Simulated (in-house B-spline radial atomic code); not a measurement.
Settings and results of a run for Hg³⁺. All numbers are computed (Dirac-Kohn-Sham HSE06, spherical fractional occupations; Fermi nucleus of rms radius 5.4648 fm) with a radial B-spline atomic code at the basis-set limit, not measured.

Command:
```bash
python run_scf.py task.json out
```
Settings (nuclear radius in fm, mass in u):
```
Z                80
configuration    [Xe] 4f14 5d9
hamiltonian      dirac
method           hse06
spin_polarised   False
nucleus          fermi
rms_radius       5.4648
atomic_mass      201.97064
speed_of_light   137.035999084
```

Output (hartree, bohr):
```
 radial grid: 72 intervals, B-splines of order 8, outer radius 39.1892 bohr

 iter        energy (Eh)    residual
    1      -19652.095417    8.20e-01
    2      -19653.488075    7.69e-02
    3      -19653.669277    2.12e-02
    4      -19653.684679    7.87e-03
    5      -19653.685783    2.98e-03
    6      -19653.686038    6.09e-04
    7      -19653.686047    8.97e-05
    8      -19653.686047    3.26e-05
    9      -19653.686047    4.84e-07

 total energy                    -19653.68605
 kinetic                           22654.0884
 electron-nucleus                 -49472.7581
 Hartree                            7536.3210
 exact exchange                      -89.8264
 exchange-correlation               -281.5110

 first-order corrections (not in the total)
   Gaunt                            25.3725
   retardation                      -2.6917
   frequency dependence             -0.4923
   self-energy                      19.0154
   Uehling                          -3.9138
   Wichmann-Kroll                    0.1740
   recoil                            0.0321

 orbital      occ     eigenvalue          <r>       <r^2>       <1/r>       r_max    small
 1s1/2      2.000     -3057.3657    0.0165925  0.00038097     97.5066     0.01022  9.25e-02
 2s1/2      2.000      -543.9372    0.0692477  0.00573934       24.02     0.05935  2.13e-02
 2p1/2      2.000      -521.7514    0.0569454  0.00405667     23.9706     0.04364  2.13e-02
 2p3/2      4.000      -450.1542    0.0656071  0.00524161     19.4084     0.05111  1.89e-02
 3s1/2      2.000      -130.6742     0.180024   0.0372135     8.81909       0.167  7.12e-03
 3p1/2      2.000      -120.6734     0.170429   0.0339143     8.72881      0.1558  7.07e-03
 3p3/2      4.000      -104.7602     0.186259   0.0402892     7.54061      0.1709  6.36e-03
 3d3/2      4.000       -88.2278     0.162159   0.0308735      7.4336      0.1331  6.24e-03
 3d5/2      6.000       -84.8263      0.16698   0.0326072     7.16456      0.1372  6.05e-03
 4s1/2      2.000       -30.0683     0.399097    0.179915     3.73007      0.3763  2.42e-03
 4p1/2      2.000       -25.7663     0.401226    0.183296     3.62002      0.3744  2.32e-03
 4p3/2      4.000       -21.9130     0.434863     0.21498     3.21417      0.4051  2.06e-03
 4d3/2      4.000       -14.8739     0.442171    0.226014     3.01162      0.3977  1.86e-03
 4d5/2      6.000       -14.1530     0.453219     0.23724     2.91754      0.4072  1.79e-03
 5s1/2      2.000        -5.7740     0.904538    0.917309     1.51521      0.8305  6.13e-04
 5p1/2      2.000        -4.3331     0.971762     1.06534     1.39296       0.875  5.31e-04
 5p3/2      4.000        -3.6510      1.06288     1.27468     1.24673       0.952  4.51e-04
 4f5/2      6.000        -5.0810     0.478304    0.275764     2.55485      0.3649  1.42e-03
 4f7/2      8.000        -4.9251      0.48494     0.28348     2.51837      0.3694  1.39e-03
 5d3/2      3.600        -1.6547      1.35772     2.13062    0.960893       1.126  2.78e-04
 5d5/2      5.400        -1.5782      1.40245     2.27385    0.926733        1.16  2.60e-04
```

Cost of the run: 6.7 s on 1 thread of Arm Neoverse V1 (shared host).

For the Dirac Hamiltonian the kinetic term is c α·p + (β - 1)c².

Caution: exact exchange at fractional occupations of open shells leaves self-interaction of up to several eV.
